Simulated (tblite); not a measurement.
Species: C6H11BClN.
Atom-mapped SMILES: `[CH2:1]=[CH:2][C@@H:3]1[CH2:4][C@@H:5]1[CH2:6][NH:7][BH:8][Cl:9]` (hydrogens: H10, H11 on C1; H12 on C2; H13 on C3; H14, H15 on C4; H16 on C5; H17, H18 on C6; H19 on N7; H20 on B8)

Computed with GFN2-xTB (tblite), gas phase: L-BFGS steps from a force-field or distance-geometry start until the largest atomic force falls under 0.01 eV/Å.

Step 67: E = -739.6347 eV
```
atom  x, y, z in Å  |  force x, y, z in eV/Å
C1     -2.9086    1.7046   -0.2196   -0.027  -0.015  -0.023
C2     -2.0814    0.7155    0.0771    0.065   0.019  -0.005
C3     -1.3918   -0.0784   -0.9512   -0.001   0.018  -0.044
C4     -0.9475   -1.4921   -0.6828    0.048   0.027  -0.010
C5      0.0817   -0.4171   -0.8666   -0.021  -0.034   0.019
C6      0.9447    0.0554    0.2866   -0.085  -0.009  -0.009
N7      2.2716   -0.5236    0.1871   -0.041  -0.178  -0.060
B8      3.4969    0.0616    0.4224    0.092   0.034   0.012
Cl9     4.9136   -0.8924    0.1104   -0.078   0.051   0.064
H10    -3.4361    2.2794    0.5219    0.078  -0.047   0.052
H11    -3.0991    1.9751   -1.2449   -0.033   0.012  -0.025
H12    -1.8827    0.4472    1.1046   -0.017   0.011   0.037
H13    -1.7581    0.1249   -1.9493   -0.012   0.019  -0.074
H14    -1.0862   -2.2213   -1.4693    0.029   0.014   0.080
H15    -1.1064   -1.8826    0.3124    0.029   0.014  -0.028
H16     0.6175   -0.4189   -1.8101   -0.013   0.058   0.017
H17     1.0398    1.1458    0.2777    0.010  -0.049  -0.009
H18     0.4779   -0.2364    1.2344    0.022  -0.009   0.053
H19     2.2347   -1.4956   -0.1045    0.001   0.130   0.040
H20     3.6143    1.1595    0.8187   -0.045  -0.068  -0.087
```

Step 68: E = -739.6383 eV
```
atom  x, y, z in Å  |  force x, y, z in eV/Å
C1     -2.9141    1.7010   -0.2201   -0.006  -0.051  -0.023
C2     -2.0779    0.7190    0.0761   -0.010  -0.005  -0.024
C3     -1.3898   -0.0721   -0.9562   -0.009  -0.003  -0.001
C4     -0.9445   -1.4864   -0.6858    0.008   0.002   0.005
C5      0.0829   -0.4119   -0.8631   -0.020  -0.007  -0.015
C6      0.9442    0.0559    0.2928   -0.031  -0.009  -0.038
N7      2.2700   -0.5295    0.1903    0.019  -0.013   0.006
B8      3.4987    0.0583    0.4156    0.009  -0.011   0.001
Cl9     4.9120   -0.9017    0.1129   -0.067   0.043   0.056
H10    -3.4429    2.2706    0.5225    0.054  -0.016   0.077
H11    -3.1119    1.9668   -1.2447   -0.022   0.028  -0.036
H12    -1.8855    0.4483    1.1054    0.018   0.022  -0.012
H13    -1.7574    0.1320   -1.9561    0.032   0.010   0.007
H14    -1.0780   -2.2192   -1.4683    0.021   0.012   0.030
H15    -1.1056   -1.8792    0.3076    0.017   0.027   0.002
H16     0.6190   -0.4090   -1.8056    0.025   0.047   0.000
H17     1.0443    1.1465    0.2787    0.010  -0.075   0.026
H18     0.4799   -0.2362    1.2426    0.019   0.015   0.013
H19     2.2301   -1.5029   -0.0890   -0.007   0.057   0.014
H20     3.6213    1.1601    0.7994   -0.060  -0.073  -0.089
```

Step 69: E = -739.6406 eV
```
atom  x, y, z in Å  |  force x, y, z in eV/Å
C1     -2.9190    1.6948   -0.2173   -0.024  -0.039  -0.030
C2     -2.0747    0.7188    0.0741   -0.034  -0.023  -0.029
C3     -1.3864   -0.0654   -0.9633    0.003  -0.019   0.024
C4     -0.9443   -1.4802   -0.6903   -0.010  -0.016   0.015
C5      0.0852   -0.4088   -0.8604   -0.018   0.010  -0.036
C6      0.9446    0.0578    0.2970    0.001  -0.012  -0.031
N7      2.2685   -0.5341    0.1982    0.022   0.019   0.011
B8      3.5000    0.0546    0.4094   -0.038  -0.024  -0.005
Cl9     4.9108   -0.9077    0.1155   -0.047   0.023   0.050
H10    -3.4443    2.2625    0.5291    0.037  -0.015   0.075
H11    -3.1280    1.9551   -1.2413   -0.008   0.048  -0.028
H12    -1.8824    0.4434    1.1027    0.041   0.040  -0.035
H13    -1.7494    0.1440   -1.9647    0.043   0.001   0.048
H14    -1.0723   -2.2155   -1.4703    0.014   0.002   0.000
H15    -1.1142   -1.8704    0.3021    0.014   0.016   0.024
H16     0.6238   -0.4069   -1.8008    0.043   0.047  -0.010
H17     1.0504    1.1476    0.2765    0.008  -0.072   0.043
H18     0.4811   -0.2296    1.2492    0.006   0.024  -0.013
H19     2.2227   -1.5105   -0.0667    0.001   0.034   0.006
H20     3.6228    1.1610    0.7763   -0.054  -0.046  -0.078
```

Q: Estimate the geometry and energy of step 70. (The exact step hangs on the optimiser's Hessian estimate; all steps are aligned on step 69, rigid shifts and turns removed.)

A: E = -739.6425 eV, largest force 0.100 eV/Å
```
atom  x, y, z in Å  |  force x, y, z in eV/Å
C1     -2.9283    1.6863   -0.2154   -0.014  -0.036  -0.004
C2     -2.0735    0.7177    0.0712   -0.066   0.004  -0.038
C3     -1.3819   -0.0579   -0.9695    0.007  -0.024   0.036
C4     -0.9438   -1.4732   -0.6951   -0.008  -0.036   0.015
C5      0.0882   -0.4044   -0.8579   -0.002   0.019  -0.036
C6      0.9454    0.0601    0.3020    0.030  -0.024  -0.015
N7      2.2671   -0.5393    0.2106    0.046   0.087   0.001
B8      3.5025    0.0507    0.4019   -0.088  -0.044  -0.012
Cl9     4.9084   -0.9208    0.1183   -0.045   0.027   0.051
H10    -3.4487    2.2518    0.5371    0.025  -0.030   0.047
H11    -3.1475    1.9431   -1.2382    0.000   0.061  -0.015
H12    -1.8782    0.4402    1.0989    0.054   0.052  -0.046
H13    -1.7379    0.1571   -1.9725    0.035  -0.003   0.062
H14    -1.0663   -2.2094   -1.4741    0.008  -0.014  -0.025
H15    -1.1225   -1.8613    0.2959    0.013   0.005   0.043
H16     0.6307   -0.4033   -1.7959    0.049   0.048  -0.015
H17     1.0579    1.1484    0.2776    0.006  -0.049   0.046
H18     0.4813   -0.2219    1.2552   -0.017   0.024  -0.022
H19     2.2146   -1.5176   -0.0407    0.011  -0.017   0.001
H20     3.6274    1.1643    0.7455   -0.046  -0.050  -0.073
```

The energy changes by -0.0019 eV. The first-order estimate −F·Δx gives -0.0027 eV and the mean of the old and new forces, exact on a quadratic surface, -0.0019 eV. The step makes an angle of 81° with the force vector and moves no atom by more than 0.031 Å.

What follows is the cost of the whole relaxation. The run took 2.2 s on one thread, Arm Neoverse N1 (aarch64), shared host with 64 logical CPUs at a one-minute load of 61.
